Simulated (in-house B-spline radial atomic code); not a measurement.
Inner levels of erbium as electrons are removed. A shift is the extra binding of the orbital against the neutral atom ([Xe] 4f12 6s2). Computed with an all-electron radial atomic-structure program (B-spline basis): non-relativistic Hartree-Fock, average of the configuration, point nuclei.

This level leaves out relativity, spin-orbit splitting included, which matters for heavy ions.

| ion | configuration | shift of 1s (eV) | radius of 1s (bohr) | Σ<r²> (bohr²) | change of density at nucleus (bohr⁻³) |
| --- | --- | --- | --- | --- | --- |
| Er48+ | [Ar] 3d2 | 3024.16 | 0.022292 | 0.58311 | -47.689 |
| Er49+ | [Ar] 3d1 | ? | ? | ? | ? |
| Er50+ | [Ne] 3s2 3p6 | 3347.47 | 0.022292 | 0.49251 | 182.55 |
| Er51+ | [Ne] 3s2 3p5 | 3510.2 | 0.022289 | 0.43678 | 307.57 |
| Er52+ | [Ne] 3s2 3p4 | 3674.68 | 0.022287 | 0.38218 | 434.43 |
| Er53+ | [Ne] 3s2 3p3 | 3840.92 | 0.022284 | 0.32868 | 563.15 |
| Er54+ | [Ne] 3s2 3p2 | 4008.91 | 0.022281 | 0.27626 | 693.73 |
| Er55+ | [Ne] 3s2 3p1 | 4178.65 | 0.022279 | 0.22488 | 826.16 |
| Er56+ | [Ne] 3s2 | 4350.14 | 0.022276 | 0.17453 | 960.45 |
| Er57+ | [Ne] 3s1 | 4509.46 | 0.022275 | 0.11984 | -1906.58 |
| Er58+ | [He] 2s2 2p6 | 4670.16 | 0.022274 | 0.06606 | -4833.63 |
| Er59+ | [He] 2s2 2p5 | ? | ? | ? | ? |
| Er60+ | [He] 2s2 2p4 | 5468.67 | 0.022247 | 0.050021 | -4117.06 |
| Er61+ | [He] 2s2 2p3 | ? | ? | ? | ? |
| Er62+ | [He] 2s2 2p2 | 6283.62 | 0.022219 | 0.034791 | -3381 |
| Er63+ | [He] 2s2 2p1 | 6697.24 | 0.022205 | 0.027464 | -3005.63 |
| Er64+ | [He] 2s2 | 7114.93 | 0.02219 | 0.020322 | -2625.36 |
| Er65+ | [He] 2s1 | 7473.76 | 0.022188 | 0.010737 | -14252.3 |
| Er66+ | 1s2 | 7835.15 | 0.022181 | 0.0013129 | -26097.7 |
| Er67+ | 1s1 | 8987.11 | 0.022059 | 0.00064879 | -124226 |

(1) Fill in the row of Er49+.

(2) Fill in the row of Er59+.

(3) Fill in the row of Er61+.

Answers

(1) shift of 1s (eV): 3184.66; radius of 1s (bohr): 0.022292; Σ<r²> (bohr²): 0.53711; change of density at nucleus (bohr⁻³): 66.316.

(2) shift of 1s (eV): 5067.36; radius of 1s (bohr): 0.02226; Σ<r²> (bohr²): 0.057936; change of density at nucleus (bohr⁻³): -4477.78.

(3) shift of 1s (eV): 5874.1; radius of 1s (bohr): 0.022233; Σ<r²> (bohr²): 0.042308; change of density at nucleus (bohr⁻³): -3751.47.
